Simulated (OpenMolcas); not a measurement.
# Au3+ in Cs2NaYF6

Au3+ with its 6 nearest fluoride ions at 2.166 Å, on the Y site of Cs2NaYF6 (a = 9.075 Å, distance in the model lattice 2.178 Å). The rest of the host is ab initio model potentials to 7.6 Å, with orthogonalisation functions on the cations behind the ligands, and point charges beyond; the distance is set by hand and nothing relaxes. Ligand basis ANO-RCC-VDZP.

```yaml
Program: OpenMolcas
Method: "SS-CASPT2, IPEA 0.25 Eh, imaginary shift 0.1 Eh (closed shells correlated: 5s 5p and the ligand valence shells)"
Basis: ANO-RCC-VTZP [8s7p5d3f1g]
Scalar_Hamiltonian: DKH2, point nucleus
Active_space: 8 electrons in 5 orbitals (5d)
State_averaging: 2S+1 = 3 even, 10 roots; 2S+1 = 1 even, 15 roots
Spin-orbit_coupling: RASSI with atomic mean-field integrals over the reference wave functions
```

The lowest spin-free states (labels of O, the rotations of Oh), above the lowest:

| State | Degeneracy | E (cm-1) |
| --- | --- | --- |
| 3A2 | 1 | 0 |
| 1E | 2 | 4960 |
| 1A1 | 1 | 11820 |
| 3T2 | 3 | 21620 |
| 3T1 | 3 | 26920 |
| 2S+1 = 1 | 3 | 26980 |
| 2S+1 = 1 | 3 | 28340 |
| 3T1 | 3 | 45120 |
| 1E | 2 | 50670 |
| 1T2 | 3 | 50820 |
| 1A1 | 1 | 61960 |

The lowest levels with spin-orbit coupling:

```
E (cm-1)  Degeneracy      2S+1
       0           3         3
    4600           2  1 (89 %)
   11510           1  1 (83 %)
   18980           2         3
   18990           3  3 (88 %)
   22090           3  3 (72 %)
   26890           1         3
   28760           1  3 (83 %)
   29720           3  1 (54 %)
   29890           3  3 (85 %)
   31860           3         3
   33040           3  1 (72 %)
   33300           2  3 (85 %)
   43560           1  3 (79 %)
   48340           3         3
   49070           3  3 (59 %)
   49510           2  3 (86 %)
   56420           2  1 (78 %)
   57520           3  1 (66 %)
   70240           1  1 (80 %)
```

Powder χT (cm3 K/mol): 1.52 at 2 K, 1.52 at 10 K, 1.52 at 50 K, 1.53 at 100 K, 1.53 at 200 K, 1.54 at 300 K. The effective moment at 300 K is 2.828 √(χT) = 3.51 μB.

The lowest level has 2S+1 = 3, for which the spin-only value is χT = S(S+1) / 2 = 1.000 cm3 K/mol (g = 2). The computed 1.539 at 300 K differs by +0.539, through orbital momentum, spin-orbit coupling and any other state in reach.

Roots that are degenerate in the reference are averaged as groups; the widest CASPT2 spread within a group is 1300 cm-1 (the 3-fold group of multiplicity 1 near 28300 cm-1 above the lowest state of its run). Shifts and gaps below about the spread of the groups concerned are not significant. Over all roots computed the reference weight is 0.67 to 0.70; a low but even weight reflects the number of correlated electrons. Real 4d8 and 5d8 ions are as a rule square planar and diamagnetic. The least metal-like active orbital is 77 % on the metal (Löwdin) and no ligand orbital is active, so the numbers are rough. Ligand-to-metal charge-transfer states are missing. With no ligand orbital active B as a rule stays too high, so bands that hang on it stand too high and its fall with covalency is understated. With one d shell and no ligand orbital active, 10Dq can be off by a tenth or more. No measured value stands beside these numbers; the geometry was set by hand and not optimised.

The CASPT2 steps took 2.9 min on 1 thread of Intel(R) Xeon(R) Platinum 8488C (Sapphire Rapids) (shared host); the integral step is not counted.

A state without a sure symmetry label is named by its multiplicity alone.
